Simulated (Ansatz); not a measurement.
A run for Ansatz (an electronic-structure program): R-r2SCAN/def2-TZVPP on H4Se2Si (SMILES [SiH3][Se][SeH]), a point of a torsion scan.

Ansatz 0.2 input:
```yaml
crystal:
  periodic: [false, false, false]
  atoms:
    - {symbol: Si, position_ang: [-1.04285431, -0.13861958, 0.02483399]}
    - {symbol: Se, position_ang: [0.38720367, 1.64361452, -0.30422336]}
    - {symbol: Se, position_ang: [2.40328583, 0.59712423, 0.14358796]}
    - {symbol: H, position_ang: [-0.63906110, -1.21193357, -0.87796169]}
    - {symbol: H, position_ang: [-2.34160550, 0.43213500, -0.30012665]}
    - {symbol: H, position_ang: [-0.93345634, -0.55603101, 1.41996615]}
    - {symbol: H, position_ang: [2.98201895, 0.84137426, -1.16625088]}
basis:
  gaussian:
    orbitals: def2-TZVPP
hamiltonian:
  xc: {name: r2SCAN}
scf: {lower_state_search: off}
```

Q: Predict the final total energy.

A: -5094.9898 hartree.
